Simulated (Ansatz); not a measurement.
Basis-set series for C8H8O (`c1ccc2c(c1)COC2`). The species carries charge 0 and has multiplicity 1. Geometry: relaxed with PBE0-D4/def2-TZVP.

```tsv
functional	basis	functions	energy (Eh)	HOMO (eV)	LUMO (eV)
PBE0-D4	def2-TZVPP	391	-384.58455	-6.78	-0.43
PBE0-D4	def2-QZVPP	753	-384.60464	-6.80	-0.49
ωB97M-V	def2-TZVPP	391	-384.87167	-8.91	1.55
ωB97M-V	def2-QZVPP	753	-384.89051	-8.94	1.43
```

**Question.** Give the rows for def2-SVP. (Best estimate.)

**Answer.** Computed: 
```json
{"functional": "PBE0-D4", "basis": "def2-SVP", "functions": "166", "energy (Eh)": "-384.16823", "HOMO (eV)": "-6.71", "LUMO (eV)": "-0.32"}
{"functional": "ωB97M-V", "basis": "def2-SVP", "functions": "166", "energy (Eh)": "-384.43945", "HOMO (eV)": "-8.87", "LUMO (eV)": "1.74"}
```

Positive LUMOs are unbound and depend on the basis.
